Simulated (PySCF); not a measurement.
Delta-SCF ions had no search for a lower state. Excitations are Tamm–Dancoff values on a coarser integration grid. The basis has no diffuse functions, so Rydberg states are missing or too high.

[B(CH3)3(NCH)] (charge 0, multiplicity 1)

Computed with M06-2X/def2-TZVP // B3LYP-D3(BJ)/def2-SVP run with PySCF.

```
Property                                                             Result
-------------------------------------------  ------------------------------
HOMO                                                               -8.60 eV
dipole moment                                                        5.76 D
HOMO–LUMO gap                                                       8.53 eV
LUMO                                                               -0.06 eV
S1 excitation (TDA)                                                 5.58 eV
S1 oscillator strength                                                0.000
brightest of the four lowest singlets (TDA)                         6.38 eV
vertical ionisation energy (Delta-SCF)                              9.52 eV
charge on the central atom (Mulliken)                                0.09 e
charge on the central atom (meta-Löwdin)                             0.06 e
total energy                                                   -238.0021 Ha
cost                                         around 17 core-minutes (rough)
```

Bonds (Å): B1–C2 1.629, B1–C6 1.629, B1–C10 1.629, B1–N15 1.597, C2–H3 1.104, C2–H4 1.104, C2–H5 1.104, C6–H7 1.104, C6–H8 1.104, C6–H9 1.104, C10–H11 1.104, C10–H12 1.104, C10–H13 1.104, C14–N15 1.150, C14–H16 1.079. Bond angles (°): C2–B1–C6 113.7, C2–B1–C10 113.7, C2–B1–N15 104.8, C6–B1–C10 113.7, C6–B1–N15 104.8, C10–B1–N15 104.8, B1–C2–H3 113.3, B1–C2–H4 113.3, B1–C2–H5 108.1, H3–C2–H4 107.9, H3–C2–H5 106.9, H4–C2–H5 106.9, B1–C6–H7 108.1, B1–C6–H8 113.3, B1–C6–H9 113.3, H7–C6–H8 106.9, H7–C6–H9 106.9, H8–C6–H9 107.9, B1–C10–H11 113.3, B1–C10–H12 108.1, B1–C10–H13 113.3, H11–C10–H12 106.9, H11–C10–H13 107.9, H12–C10–H13 106.9, N15–C14–H16 180.0, B1–N15–C14 180.0.
Charge 0, spin multiplicity 1.
